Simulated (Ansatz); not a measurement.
`BSBS`, relaxed with RKS PBE-D4/def2-SVP in the Gaussian-basis code of Ansatz from a rough embedded geometry. The force threshold is 0.03 eV/Å; the program also tests the step.

Total charge 0; spin multiplicity 1.

Start:

```xyz
8

B     0.740   -0.481    1.503
S    -0.326    0.913    1.014
B    -0.717    0.069   -0.630
S     0.238    0.481   -2.114
H     0.343   -1.439    2.127
H     1.949   -0.480    1.268
H    -1.688   -0.623   -0.693
H    -0.540    1.560   -2.474
```

```csv
step,energy (eV),largest force (eV/Å),largest move (Å)
1,-23068.5244,0.839,0.000
2,-23068.5970,1.003,0.147
3,-23068.7932,1.128,0.199
4,-23069.0396,1.718,0.194
5,-23069.3561,1.838,0.196
6,-23069.6688,1.554,0.194
7,-23069.9388,1.338,0.194
8,-23070.1560,0.665,0.193
9,-23070.2777,0.864,0.200
10,-23070.3463,0.841,0.198
11,-23070.4150,0.613,0.186
12,-23070.4663,0.178,0.198
13,-23070.4769,0.209,0.200
14,-23070.4908,0.062,0.102
15,-23070.4916,0.026,0.028
```

End:

```xyz
8

B     0.762   -0.621    1.688
S     0.874    0.787    0.578
B    -0.307    0.346   -0.753
S    -0.474    1.505   -2.111
H     0.020   -1.548    1.445
H     1.468   -0.577    2.673
H    -0.940   -0.683   -0.710
H    -1.403    0.791   -2.808
```

Run time 19 s (2 threads of an Intel Xeon Platinum 8124M on a shared host); peak host memory 0.14 GiB.
